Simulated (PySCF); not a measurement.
First SCF of a structure search on singlet Ca₃, at a hand-made obtuse triangle geometry. PySCF input:

```python
from pyscf import gto, scf, dft
mol = gto.M(atom='''
Ca     0.000000     0.000000     0.000000
Ca     2.881000     2.216200     0.000000
Ca    -2.881000     2.216200     0.000000''',
    basis={'Ca': 'def2-TZVP'},
    charge=0, spin=0)
mf = dft.RKS(mol, xc='PBE0')
mf.grids.atom_grid = (50, 194)
aux = {'Ca': 'def2-universal-JKFIT'}
mf = mf.density_fit(auxbasis=aux)
mf.conv_tol = 1e-08
mf.diis_space = 10
mf.max_cycle = 60
mf.init_guess = 'minao'
mf.verbose = 4
mf.kernel()
```

Excerpt of the output (cycles and frontier levels):

```
init E= -2032.18554758821
  HOMO = -0.117967174188366  LUMO = -0.0816441159152199  gap/eV = 0.98840
cycle= 1 E= -2032.13766701385  delta_E= 0.0479  |g|= 0.0493  |ddm|= 1.41
  HOMO = -0.121693384383865  LUMO = -0.067040528174338  gap/eV = 1.48718
cycle= 2 E= -2032.13818371817  delta_E= -0.000517  |g|= 0.0462  |ddm|= 0.326
  HOMO = -0.123718783203495  LUMO = -0.0705062173647453  gap/eV = 1.44799
cycle= 3 E= -2032.13909441638  delta_E= -0.000911  |g|= 0.0151  |ddm|= 0.131
  HOMO = -0.122870403229352  LUMO = -0.0691452630382288  gap/eV = 1.46194
cycle= 4 E= -2032.13922235712  delta_E= -0.000128  |g|= 0.00261  |ddm|= 0.0582
  HOMO = -0.123046821275962  LUMO = -0.0693962044568071  gap/eV = 1.45991
cycle= 5 E= -2032.13923646064  delta_E= -1.41e-05  |g|= 0.00111  |ddm|= 0.0198
  HOMO = -0.123032746984665  LUMO = -0.0693705154429458  gap/eV = 1.46022
cycle= 6 E= -2032.13924099788  delta_E= -4.54e-06  |g|= 0.000632  |ddm|= 0.0113
  HOMO = -0.123016362751941  LUMO = -0.0693439055063663  gap/eV = 1.46050
cycle= 7 E= -2032.13924241154  delta_E= -1.41e-06  |g|= 0.000226  |ddm|= 0.00677
  HOMO = -0.123012435022287  LUMO = -0.0693467701192845  gap/eV = 1.46032
cycle= 8 E= -2032.13924270981  delta_E= -2.98e-07  |g|= 0.000137  |ddm|= 0.00361
  HOMO = -0.123009509886102  LUMO = -0.0693376201554285  gap/eV = 1.46049
cycle= 9 E= -2032.13924274774  delta_E= -3.79e-08  |g|= 3.22e-05  |ddm|= 0.00128
  HOMO = -0.123008321658743  LUMO = -0.069337101729495  gap/eV = 1.46047
cycle= 10 E= -2032.13924275094  delta_E= -3.2e-09  |g|= 7.74e-06  |ddm|= 0.000491
  HOMO = -0.123008627083431  LUMO = -0.0693364806408938  gap/eV = 1.46049
Extra cycle  E= -2032.13924275096  delta_E= -1.55e-11  |g|= 9.45e-06  |ddm|= 4.84e-05
converged SCF energy = -2032.13924275096
```

No lower solution of this spin was found from smeared starts or by a stability analysis within the restricted form, which does not test spin polarisation.

The search for the lowest solution, 3 starts and the stability check together, took about 28 core-seconds on a shared host.
